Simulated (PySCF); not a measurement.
## Calculated NMR parameters of C/C(=C\COC=O)C(Cl)Cl

```
Formula                               : C6H8Cl2O2
SMILES                                : C/C(=C\COC=O)C(Cl)Cl
InChI                                 : InChI=1S/C6H8Cl2O2/c1-5(6(7)8)2-3-10-4-9/h2,4,6H,3H2,1H3/b5-2+
Point group of the computed structure : C1
Degrees of unsaturation               : 2
Carbon signals                        : 6
Proton signals                        : 5
```

Molfile (atoms numbered from 1):
```
C6H8Cl2O2
     RDKit          3D

 18 17  0  0  0  0  0  0  0  0999 V2000
   -1.4390   -0.4344   -1.2801 C   0  0  0  0  0  0  0  0  0  0  0  0
   -1.1837    0.1325    0.0817 C   0  0  0  0  0  0  0  0  0  0  0  0
    0.0284    0.2170    0.6234 C   0  0  0  0  0  0  0  0  0  0  0  0
    1.2763   -0.2523   -0.0481 C   0  0  0  0  0  0  0  0  0  0  0  0
    2.3737   -0.0966    0.8547 O   0  0  0  0  0  0  0  0  0  0  0  0
    3.5843   -0.1246    0.3280 C   0  0  0  0  0  0  0  0  0  0  0  0
    3.8554   -0.2659   -0.8271 O   0  0  0  0  0  0  0  0  0  0  0  0
   -2.3688    0.6348    0.8360 C   0  0  0  0  0  0  0  0  0  0  0  0
   -3.5014   -0.7067    1.1744 Cl  0  0  0  0  0  0  0  0  0  0  0  0
   -3.2207    1.8871   -0.1073 Cl  0  0  0  0  0  0  0  0  0  0  0  0
   -1.0872    0.2573   -2.0445 H   0  0  0  0  0  0  0  0  0  0  0  0
   -2.5007   -0.6046   -1.4324 H   0  0  0  0  0  0  0  0  0  0  0  0
   -0.9076   -1.3748   -1.4108 H   0  0  0  0  0  0  0  0  0  0  0  0
    0.1779    0.6398    1.6053 H   0  0  0  0  0  0  0  0  0  0  0  0
    1.2003   -1.3101   -0.3336 H   0  0  0  0  0  0  0  0  0  0  0  0
    1.4831    0.3193   -0.9630 H   0  0  0  0  0  0  0  0  0  0  0  0
    4.3234    0.0102    1.1350 H   0  0  0  0  0  0  0  0  0  0  0  0
   -2.1026    1.0782    1.7968 H   0  0  0  0  0  0  0  0  0  0  0  0
  1  2  1  0
  2  3  2  0
  3  4  1  0
  4  5  1  0
  5  6  1  0
  6  7  2  0
  2  8  1  0
  8  9  1  0
  8 10  1  0
  1 11  1  0
  1 12  1  0
  1 13  1  0
  3 14  1  0
  4 15  1  0
  4 16  1  0
  6 17  1  0
  8 18  1  0
M  END
```

Calculated, not measured (PySCF): σ from GIAO-PBE0/pcSseg-1, geometry from GFN2-xTB. No solvent model, one conformer, equivalent nuclei averaged, relativity neglected.

Chemical shifts δ = σref − σ; TMS for $^{1}$H (σref 31.72) and $^{13}$C (σref 186.93); $^{17}$O (σref 336.08) against H2O, all at this level.

| carbon | δC, type | δH (multiplicity) | HMBC from (2–3 bonds) | span of the C tensor (ppm) |
| --- | --- | --- | --- | --- |
| C1 | 14.5, CH3 | 2.00 (s) | H18, H14 | 21 |
| C2 | 144.2, C | – | H18, H14, H15/H16, H11/H12/H13 | 217 |
| C3 | 132.1, CH | 6.08 (t) | H18, H15/H16, H11/H12/H13 | 169 |
| C4 | 64.8, CH2 | 4.97 (d) | H17, H14 | 54 |
| C6 | 165.0, CH | 8.12 (s) | H15/H16 | 157 |
| C8 | 90.9, CH | 6.30 (s) | H14, H11/H12/H13 | 40 |

Other nuclei:
```
atoms   nucleus            environment  δ (ppm)  σ (ppm)
   O7  $^{17}$O  ester carbonyl oxygen    448.9   -112.8
   O5  $^{17}$O    ester alkoxy oxygen    210.7    125.4
```

1. Carbon types of the structure: 1 × C, 3 × CH, 1 × CH2, 1 × CH3, which accounts for all hydrogens.
2. δC 165.0: ester carbonyl carbon; lone-pair donation from the attached heteroatom keeps it upfield of a ketone carbonyl.
3. δC 144.2: fully substituted alkene carbon; an sp2 carbon of a C=C bond.
4. δC 132.1: alkene CH; as expected for a trigonal carbon in a double bond.
5. δC 90.9: allylic sp3 CH bonded to 2 Cl; 2 electronegative neighbours deshield it.
6. δC 64.8: allylic sp3 CH2 bonded to O; pulled downfield by the heteroatom.

Carbons that carry Cl, above all several Cl atoms, come out too deshielded, partly because spin–orbit coupling is missing. Shifts are as computed. Against solution values, carbons near 30 ppm lie about +3 ppm off and those near 130 ppm about +5 ppm; carbons on Cl a further +6 ppm. Of 1211 compounds with measured shifts, 218 miss one by over three times the rms of a fit or turn the order of signals round; such compounds aren't used in these exercises. Unscaled 17O shifts of doubly bonded oxygen tend to come out too high, by tens of ppm or more. Experimental scales use liquid or dissolved standards, which lie at an offset from isolated H2O (liquid H2O: subtract about 36 ppm). No couplings were computed; multiplicities are counted from neighbouring protons, with m where these are inequivalent, close in shift, in a saturated or five-membered ring or joined by F or P, and br s for small geminal =CH2 splittings.
